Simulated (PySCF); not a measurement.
## ZrF⁻ at ROHF

Level: ROHF. basis Zr def2-TZVPPD with ECP28, F def2-TZVPPD; scalar-relativistic core potentials; PySCF 2.14.

```json
{
 "state": "³Σ⁻ (triplet), unpaired electrons δ ↑↑",
 "bond length": "1.964 Å",
 "harmonic wavenumber": "560 cm⁻¹",
 "force constant": "2.89 mdyn/Å",
 "rotational constant Be": "0.2787 cm⁻¹",
 "anharmonicity ωexe": "2.95 cm⁻¹",
 "vibration–rotation constant αe": "0.00194 cm⁻¹",
 "bond order (Mayer)": "0.29",
 "dipole moment (positive dipole points towards F; it is taken about the centre of mass and depends on that origin)": "2.48 D"
}
```

These are scalar-relativistic numbers at best; spin–orbit coupling would shift them, the dissociation energy most. UHF is strongly spin-contaminated for ZrF⁻, so the ROHF reference used there is far from stable. Hartree–Fock leaves out correlation, which carries a large part of most bond energies and some tenths to 1 eV of ionisation energies. The state is the lowest single determinant that the PBE0 search found; with open d or f shells the true ground state can be another one.
